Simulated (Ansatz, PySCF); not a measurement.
Si(Cl)3(SiH3) (Cl3H3Si2), SMILES [SiH3][Si](Cl)(Cl)Cl.

Geometry optimised at B3LYP-D3(BJ)/def2-SVP.

Vertical ionisation energy (IE) and electron affinity (EA) in eV. Rows of orbital energies are one-electron estimates. Where ΔSCF, EOM or ADC give a negative EA the extra electron is unbound and the value depends on the basis.

```tsv
level	IE	EA
−ε(HOMO), −ε(LUMO), HF/def2-TZVP (PySCF)	11.42	-2.89
−ε(HOMO), −ε(LUMO), PBE/def2-TZVP (PySCF)	7.42	1.54
ΔSCF, PBE/def2-SVPD (Ansatz), final states of multiplicity 2 and 2	___	___
```

Problem. Some entries are withheld; supply them. (An estimate is asked for; the answer gives what the named calculation found.)

Solution. 
- ΔSCF, PBE/def2-SVPD (Ansatz, a first-principles code), final states of multiplicity 2 and 2, IE: 10.15
- ΔSCF, PBE/def2-SVPD (Ansatz), final states of multiplicity 2 and 2, EA: -0.34

Problem. What vertical singlet–triplet gap does ΔSCF give with CAM-B3LYP/def2-SVPD (Ansatz) and with PBE/def2-SVPD (Ansatz)? (The exact figures need the calculation; the answer reports its results.)

Solution. 6.33 and 5.65 eV (triplet above singlet where positive).
